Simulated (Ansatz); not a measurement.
A nudged elastic band was laid between two geometries of H2 + H2O2Zn (7 atoms, charge 0, multiplicity 1).

Level of theory: Ansatz 0.2.0, RKS r2SCAN/def2-SVP.

```json
{"movable images": "9", "climbing image": "yes", "spring": "5.0 eV/Å²", "optimiser": "quadratic models (default)", "start path": "through a guess of the saddle point", "force threshold": "0.05 eV/Å", "iteration limit": "60", "end points": "relaxed"}
```

Initial state:

```xyz
7
Properties=species:S:1:pos:R:3
Zn -0.144 -0.259 0.274
O -0.523 -0.269 2.001
H -1.368 0.134 2.235
O 0.413 -0.263 -1.404
H -0.238 -0.559 -2.052
H 2.219 -0.460 0.522
H 2.019 -0.363 1.251
```

Final state:

```xyz
7
Properties=species:S:1:pos:R:3
Zn 1.275 -0.119 -0.063
O 0.041 -0.054 1.738
H -0.655 -0.225 1.049
O -0.419 -0.468 -0.644
H -0.680 -0.427 -1.569
H 2.780 0.083 0.003
H 0.036 -0.831 2.313
```

Problem. Which bonds break or form, and what moves?

Solution. Bonds broken: H6–H7. Bonds formed: Zn1–H6, O2–H7. H2 + H2O2Zn becomes H4O2Zn.

Problem. What energy profile does the band end with?

Solution. The forces met the threshold. The highest image is number 4 of 0 to 10, 17.3 kcal/mol above the first end and 33.2 kcal/mol above the last; the last end lies 15.8 kcal/mol below the first. A vibrational analysis at the climbing image gives one clearly imaginary mode, 1038i cm⁻¹: a first-order saddle point. The orbitals stay closed-shell, which can raise the energy where a bond breaks towards radicals; this wasn't checked here.

```csv
image,path coordinate (Å),energy (kcal/mol),H6–H7 (Å),Zn1–H6 (Å),O2–H7 (Å)
0,0.00,0.0,0.76,2.38,2.65
1,0.78,0.4,0.76,2.56,2.47
2,1.56,0.5,0.76,3.03,2.53
3,2.34,2.9,0.77,2.53,1.98
4,3.12,17.3,0.99,1.86,1.32
5,3.73,-0.6,1.60,1.59,1.00
6,4.33,-6.8,2.19,1.54,0.97
7,4.94,-9.4,2.70,1.53,0.97
8,5.54,-11.6,3.12,1.53,0.97
9,6.15,-14.1,3.45,1.52,0.97
10,6.75,-15.8,3.70,1.52,0.97
```

Problem. What is the geometry of the highest image?

Solution. 
```xyz
7
Properties=species:S:1:pos:R:3:forces:R:3
Zn 0.295 -0.191 -0.007 0.02 -0.03 0.04
O -0.042 0.209 1.854 -0.01 0.02 -0.03
H -0.720 -0.261 2.363 0.01 -0.01 0.01
O -0.369 -0.265 -1.654 -0.05 0.02 -0.03
H 0.268 -0.544 -2.324 0.03 -0.01 0.01
H 1.817 -0.629 0.971 0.01 0.00 -0.02
H 1.129 -0.360 1.625 0.00 0.00 0.02
```

Problem. What are the harmonic wavenumbers there?

Solution. 1038i, 144, 167, 217, 378, 551, 684, 692, 736, 791, 1295, 1650, 1898, 3809, 3862 cm⁻¹.

The run took 2.9 min on 2 threads of Intel(R) Xeon(R) Platinum 8488C (Sapphire Rapids), on a shared host, peak memory 0.18 GiB.
